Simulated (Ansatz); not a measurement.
Ansatz (a program for electronic structure) input (CCSD(T)/STO-3G):

Ansatz 0.2 input:
```yaml
crystal:
  periodic: [false, false, false]
  atoms:
    - {symbol: O, position_ang: [-0.70682561, -1.23878399, -0.03284391]}
    - {symbol: S, position_ang: [0.00000000, -0.00000000, 0.00000000]}
    - {symbol: O, position_ang: [-0.71953190, 1.23187070, 0.00594747]}
    - {symbol: O, position_ang: [1.42635751, 0.00691329, 0.02689644]}
basis:
  gaussian:
    orbitals: STO-3G
magnetization: {spin_polarized: false}
correlation: {method: ccsd_t, electrons: outside_noble_gas}
```

End of the output:

```
coupled cluster: 0.04 GiB planned
cycle   1  -5.34707790 eV  change    7.3e-1 eV  update   1.6e-1
cycle   2  -5.94658471 eV  change   -6.0e-1 eV  update   6.1e-2
cycle   3  -5.99031380 eV  change   -4.4e-2 eV  update   2.3e-2
cycle   4  -6.00276800 eV  change   -1.2e-2 eV  update   4.4e-3
cycle   5  -6.00542704 eV  change   -2.7e-3 eV  update   1.6e-3
cycle   6  -6.00462734 eV  change    8.0e-4 eV  update   5.0e-4
cycle   7  -6.00489900 eV  change   -2.7e-4 eV  update   1.4e-4
cycle   8  -6.00499591 eV  change   -9.7e-5 eV  update   6.1e-5
cycle   9  -6.00496948 eV  change    2.6e-5 eV  update   1.9e-5
coupled cluster: 0.04 GiB planned
perturbative correction -0.72083856 eV, -0.0264903284 hartree
WARN: the results are in doubt because among natural orbitals full CI differs from the method by -0.107 eV
Total energy: -16721.11001425 eV, -614.4894590484 hartree
In doubt: among natural orbitals full CI differs from the method by -0.107 eV
```

The program attaches cautions to this result: large difference.
